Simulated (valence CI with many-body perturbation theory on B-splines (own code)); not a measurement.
As XIX in brief

Level of theory: relativistic CI+MBPT: five valence electrons over a frozen Dirac-Fock core [Ne], radial functions for each j: 11 s, 11 p, 10 d, 8 f, 5 g, 2 h, with the one-electron correlation potential Σ1, the two-electron term Σ2, the three-electron term Σ3, Breit, model QED; selected CI, second order for the rest, scaled by the run's own slope (own B-spline code, finite nucleus).

No measured levels were compared; by estimate levels of excited configurations hold to 0.05 to 0.15 % of their energy, terms of the ground configuration to about 0.5 %. Among the levels kept, up to 3300 cm⁻¹ of a level comes from second order outside the variational space, and about a tenth of that is noise between levels of different J, which matters for small intervals.

Names give the largest LS component (configuration and term), which can be under half, so a name can repeat, a term be missing and a line seem to break the LS rules; names also repeat where a configuration has a term twice.

Rates and lifetimes use the calculated energies. Strong lines usually hold to 10 to 20 %, long lifetimes can be off by a factor of two.

(1) What is the ground level?

(2) How well does LS coupling describe the low levels?

(3) What is the ionisation energy?

(4) Among levels below 1645500 cm⁻¹, which E1 lines absorb most strongly from the ground level?

(5) Name the longest-lived excited levels whose lifetime is computed, and their main decay.

(6) Where does the other parity begin?

## Answers

(1) 3s2 3p3 4S°_3/2, composition 80 % 3s2 3p3 4S° + 14 % 3s2 3p3 2P° + 4 % 3s2 3p3 2D°, g = 1.855.

(2) Among the lowest 20 levels the leading LS term, summed over configurations, holds 80 % on average. For single configurations the figures are 72 % in LS and 60 % in jj coupling. Terms mix most in the J = 1/2 level at 663360 cm⁻¹, where the leading one holds 43 %.

(3) 721.97 eV; NIST lists 728.9 ± 2.2 eV (semi-empirical).

(4) to 3s2 3p2 3d 4P_5/2 at 12.97 nm, f = 0.447; to 3s2 3p2 3d 4P_3/2 at 12.81 nm, f = 0.281; to 3s2 3p2 3d 4P_1/2 at 12.73 nm, f = 0.153.

(5) 3s2 3p3 2D°_5/2 at 80606 cm⁻¹ lives 3.25 ms, mostly by M1 to 3s2 3p3 4S°_3/2; 3s2 3p3 2D°_3/2 at 60332 cm⁻¹ lives 473 μs, mostly by M1 to 3s2 3p3 4S°_3/2; 3s2 3p2 3d 2G_9/2 at 775310 cm⁻¹ lives 223 μs, mostly by M1 to 3s2 3p2 3d 4F_9/2. The lifetime of 3s2 3p2 3d 4F_9/2 is too uncertain to give, and may be longer.

(6) At 3s 3p4 4P_5/2, 432240 cm⁻¹.
